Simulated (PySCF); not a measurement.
Si3H8N3(+)

Si3H8N3(+) is a small molecule, charge +1, singlet. The structure was relaxed in the gas phase by PBE0-D3(BJ)/def2-SVP. No frequency run checks that it is a minimum.

SMILES: N1[SiH]N[SiH2]N[SiH2]1 (charge +1)

```xyz
14

N     0.311    1.048    1.259
Si    0.264   -0.735    1.584
N    -0.534   -1.373    0.184
Si   -0.212   -1.047   -1.487
N    -0.133    0.764   -1.550
Si    0.070    1.748   -0.228
H     0.531    1.667    2.041
H     1.677   -1.163    1.728
H    -0.549   -0.967    2.800
H    -1.382   -1.906    0.369
H    -1.341   -1.493   -2.336
H     1.109   -1.530   -1.958
H    -0.185    1.211   -2.467
H     0.082    3.212   -0.377
```
(Å; atoms numbered from 1)

Shieldings: GIAO PBE0/pcSseg-1. Shifts are against computed references at the same level: H TMS (σ 31.27 ppm), Si TMS (σ 352.0 ppm). Core levels by delta-SCF with SCAN, pcX-2 on the ionised atom and pcseg-1 elsewhere, spin-free X2C (2p3/2 is the spin-free 2p value less a third of a first-order spin-orbit splitting); from the vacuum level, for chosen atoms.

**Question.** Give the NMR and core-level values of the distinct atoms.

**Answer.** 
```csv
atoms,bonded to,σ (ppm),δ (ppm),core level (eV)
N1 N5,2 Si + 1 H,171.3,-,1s 409.63
Si2 Si4,2 N + 2 H,373.5,-21.5,2p3/2 111.86
N3,2 Si + 1 H,238.3,-,1s 408.63
Si6,2 N + 1 H,271.5,80.5,2p3/2 113.29
H7 H13,1 N,27.53,3.74,-
H8 H12,1 Si,25.63,5.64,-
H9 H11,1 Si,25.87,5.40,-
H10,1 N,28.94,2.33,-
H14,1 Si,24.78,6.49,-
```

Values are those of this one static structure; atoms that internal rotation interchanges would show their mean in an NMR spectrum.

**Question.** Which of Si2, Si6 holds its core electrons tightest, and by how much against the loosest?

**Answer.** Si6 (bonded to 2 N + 1 H), by 1.43 eV over Si2 (bonded to 2 N + 2 H).

**Question.** By CAM-B3LYP/def2-SVPD (TDDFT singlets, Tamm-Dancoff triplets, ionisation by delta-SCF), where does absorption start, and what does vertical ionisation take?

**Answer.** The lowest singlet lies at 5.80 eV (f 0.002), the strongest of the first 6 at 7.21 eV (f 0.124), the lowest triplet at 4.94 eV; vertical ionisation takes 14.19 eV.

The 3 runs behind this took 4.1 min in all, one thread each of Arm Neoverse V1 on a shared host, launched as `OMP_NUM_THREADS=1 python cluster_run.py task.json out`.
